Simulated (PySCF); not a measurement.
These are PBE-D3(BJ)/def2-TZVP // PBE0-D4/def2-TZVP run with PySCF values and carry that method's errors. All species are isolated molecules in the gas phase. One relaxed conformer stands for a flexible species; it need not be the lowest. Excitations are Tamm–Dancoff values on a coarser integration grid. The basis has no diffuse functions, so Rydberg states are missing or too high.

Reference species (SMILES): `[SiH3]O` (neutral, multiplicity 1).

The S1–T1 gap (TDA) is 0.35 eV, the LUMO is -0.83 eV and the T1 excitation (TDA) is 6.15 eV.

Changed species: `O[SiH2]CC#N` (X = cyanomethyl; the reference has X = H).

Problem. What does the change do to the S1–T1 gap (TDA), LUMO and T1 excitation (TDA)?

Solution. the S1–T1 gap (TDA) increases by 0.15 eV, to 0.50 eV; the LUMO falls by 0.12 eV, to -0.95 eV; the T1 excitation (TDA) falls by 0.02 eV, to 6.13 eV.
